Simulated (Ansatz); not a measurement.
Born–Oppenheimer molecular dynamics of CH$_{5}$B$_{2}$FSSi (11 atoms, charge 0, multiplicity 1). It starts from a relaxed structure.

Method: UKS PBE0/STO-3G in Ansatz.

| Item | Value |
| --- | --- |
| ensemble | NVE (Milne-controlled integrator) |
| time step | 1 fs |
| steps asked | 89 |
| starting velocities drawn for | 2000 K |
| seed | 17331 |

First frame:

```xyz
11
Properties=species:S:1:pos:R:3
F 0.010 1.372 2.682
B -0.003 0.857 1.465
Si 0.171 -1.047 0.980
B 0.039 -0.765 -0.948
C -0.149 0.753 -1.322
S -0.195 1.952 0.070
H 1.427 -1.658 1.363
H -0.886 -1.900 1.484
H 0.081 -1.545 -1.826
H 0.651 1.059 -2.019
H -1.079 0.865 -1.908
```

(1) How far do the bonds stretch over the last three quarters of this one trajectory? (Pairs bonded in most of those frames.)

Results:

(1) 
```tsv
bond	mean (Å)	spread (Å)	shortest	longest
F1–B2	1.326	0.028	1.28	1.38
B2–Si3	1.991	0.095	1.84	2.14
B2–S6	1.810	0.091	1.67	1.93
Si3–B4	1.945	0.033	1.90	2.01
Si3–H7	1.462	0.049	1.38	1.53
Si3–H8	1.468	0.073	1.35	1.57
B4–C5	1.567	0.029	1.48	1.63
B4–H9	1.179	0.027	1.14	1.22
C5–S6	1.856	0.066	1.77	1.96
C5–H10	1.114	0.050	1.04	1.19
C5–H11	1.123	0.048	1.04	1.20
```

Mean temperature of the second half: 969 K. The conserved energy stayed within 1.1 meV per atom of its start (net change -0.069 meV per atom), so the integration is sound. Over the second half the temperature averaged 0.48 of the 2000 K drawn at the start: a run that starts near a minimum puts about half its kinetic energy into the potential. A run of 0.089 ps of so small a system gives no equilibrium averages. Limits of this set-up: minimal basis.

Time of the run: 10 min on 1 thread of Intel(R) Xeon(R) Platinum 8259CL CPU @ 2.50GHz (Skylake/Cascade Lake), with other jobs on the host, peak memory 0.18 GiB.
